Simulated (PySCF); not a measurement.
# Computed vibrations of [Eu(H2O)5]3+

[Eu(H2O)5]3+ (singlet in the valence; each metal's 4f electrons, 6 of them, lie in its core potential, out of spins and levels). PySCF 2.14.0, RKS PBE0, Eu lcecp-1-SVP with ECP52, O def2-SVP, H def2-SVP; non-relativistic Hamiltonian with scalar-relativistic core potentials where named; density fitting; no spin-orbit coupling. Central differences of gradients.

```xyz
16

Eu    0.0376    0.0000    0.0000
O    -0.5043    0.0000    2.3058
H    -0.6268    0.7689    2.8982
H    -0.6268   -0.7689    2.8982
O    -0.5043    0.0000   -2.3058
H    -0.6268   -0.7689   -2.8982
H    -0.6268    0.7689   -2.8982
O     2.3824    0.0000    0.0000
H     2.9923   -0.7679    0.0000
H     2.9923    0.7679    0.0000
O    -0.8402    2.1963    0.0000
H    -0.3689    3.0557    0.0000
H    -1.7857    2.4546    0.0000
O    -0.8402   -2.1963    0.0000
H    -1.7857   -2.4546    0.0000
H    -0.3689   -3.0557    0.0000
```

Run from Python with OMP_NUM_THREADS=4. Where DIIS fails, smearing, a level shift and second-order steps follow.
It took 5.7 min on 4 threads of Arm Neoverse N1, with other jobs on the host.

(1) What are the harmonic wavenumbers and infrared intensities?

(2) Is this a minimum?

An lcecp potential fixes the number of 4f electrons, so in runs with it no electron can move into or out of that shell.

## Answers

(1) Modes are labelled in C2v; negative numbers are unstable modes, those under 60 cm⁻¹ near the noise; a finer grid moves soft modes by up to 10 cm⁻¹.
| cm⁻¹ | km/mol | symmetry |
| --- | --- | --- |
| -189 | – | a2 |
| -102 | – | a2 |
| 29 | 0.1 | a1 |
| 55 | 0.0 | b1 |
| 62 | 4.1 | b2 |
| 72 | 6.6 | b1 |
| 76 | 7.8 | a1 |
| 88 | 0.8 | b2 |
| 110 | 0.0 | a2 |
| 160 | 0.2 | b2 |
| 166 | 0.4 | b1 |
| 250 | 0.0 | a2 |
| 330 | 0.2 | a1 |
| 351 | 7.9 | b2 |
| 352 | 12.1 | b1 |
| 364 | 0.0 | a1 |
| 366 | 7.5 | a1 |
| 540 | 0.0 | a2 |
| 562 | 8.0 | b1 |
| 576 | 18.1 | a1 |
| 578 | 3.0 | b2 |
| 578 | 77.0 | b1 |
| 610 | 203.6 | b1 |
| 621 | 562.3 | b2 |
| 631 | 761.8 | a1 |
| 639 | 531.0 | b2 |
| 641 | 0.0 | a2 |
| 1672 | 240.9 | b2 |
| 1673 | 10.1 | a1 |
| 1674 | 214.0 | b1 |
| 1674 | 145.8 | a1 |
| 1684 | 25.0 | a1 |
| 3668 | 517.4 | a1 |
| 3671 | 641.2 | b1 |
| 3676 | 3.9 | a1 |
| 3696 | 703.7 | b2 |
| 3705 | 30.4 | a1 |
| 3711 | 228.5 | b1 |
| 3719 | 207.6 | b1 |
| 3720 | 586.3 | a1 |
| 3745 | 0.0 | a2 |
| 3746 | 691.9 | b1 |

(2) No: 2 unstable; the lowest moves the atoms so:
```
Eu   0.00  0.00  0.00
O    0.00  0.01  0.00
H   -0.09  0.01 -0.01
H    0.09  0.01  0.01
O    0.00 -0.01  0.00
H   -0.09 -0.01  0.01
H    0.09 -0.01 -0.01
O    0.00  0.00  0.00
H    0.00  0.00 -0.69
H    0.00  0.00  0.69
O    0.00  0.00  0.00
H    0.00  0.00 -0.03
H    0.00  0.00  0.01
O    0.00  0.00  0.00
H    0.00  0.00 -0.01
H    0.00  0.00  0.03
```
